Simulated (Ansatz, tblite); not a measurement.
Spin states of the cluster B5, each relaxed with PBE-D4/def2-SVP in Ansatz. Electronic energies in the gas phase.

The xTB rows come from tblite. Correlated methods freeze 5 core orbitals. The structure comes from a short search, and lower isomers may exist.

Doublet geometry (C2v within 0.1 Å):

```xyz
5

B     1.3982    0.8852   -0.0033
B    -1.1479   -0.7227    0.9481
B    -0.8624   -0.5449   -0.6046
B     0.2003    0.1213    0.7408
B     0.4117    0.2611   -1.0810
```

Quartet geometry (C2 within 0.1 Å):

```
atom    x (Å)    y (Å)    z (Å)
  B1  -1.5151   0.3237  -0.7319
  B2   1.6494  -0.4304  -0.1763
  B3   0.5892  -0.3052   0.9632
  B4   0.1055  -0.0839  -0.7153
  B5  -0.8289   0.4957   0.6603
```

⟨S²⟩: doublet 0.98 at PBE0-D4/def2-TZVP (pure 0.75), quartet 3.78 at PBE0-D4/def2-TZVP (pure 3.75).

Run but left out: HF/STO-3G, HF/def2-TZVP, HF/def2-TZVPP, LC-ωPBE/def2-TZVP, PBE-QIDH/def2-TZVP, MP2/def2-TZVP, MP2/def2-TZVPP, CCSD/def2-TZVPP, CCSD(T)/def2-TZVPP (doublet: ⟨S²⟩ 1.15 to 1.66, where a pure state has 0.75).

Only these spin states were relaxed.

Q: Estimate which spin state lies lowest at each of these levels, and by how much: GFN1-xTB; GFN2-xTB; PBE-D4/def2-TZVP; r2SCAN-D4/def2-TZVP; r2SCANh-D4/def2-TZVP; PBE0-D4/def2-TZVP; ωB97M-V/def2-TZVP; RPA@PBE/def2-TZVP.

A: 
```
               level  quartet − doublet (kJ/mol)  lowest of these                                  remarks
            GFN1-xTB                       130.5          doublet                                        –
            GFN2-xTB                       151.3          doublet                                        –
    PBE-D4/def2-TZVP                       153.2          doublet  spin-contaminated (⟨S²⟩ 0.86) (doublet)
 r2SCAN-D4/def2-TZVP                       143.5          doublet  spin-contaminated (⟨S²⟩ 1.01) (doublet)
r2SCANh-D4/def2-TZVP                       143.4          doublet  spin-contaminated (⟨S²⟩ 1.05) (doublet)
   PBE0-D4/def2-TZVP                       150.4          doublet  spin-contaminated (⟨S²⟩ 0.98) (doublet)
   ωB97M-V/def2-TZVP                       167.6          doublet  spin-contaminated (⟨S²⟩ 0.94) (doublet)
   RPA@PBE/def2-TZVP                       162.5          doublet  spin-contaminated (⟨S²⟩ 0.86) (doublet)
```

Change of the quartet − doublet gap on mixing in exact exchange, in kJ/mol: PBE to PBE0 (25 % exact exchange) -2.8; r2SCAN to r2SCANh (10 % exact exchange) 0.0. The xTB methods have no spin-polarisation term.
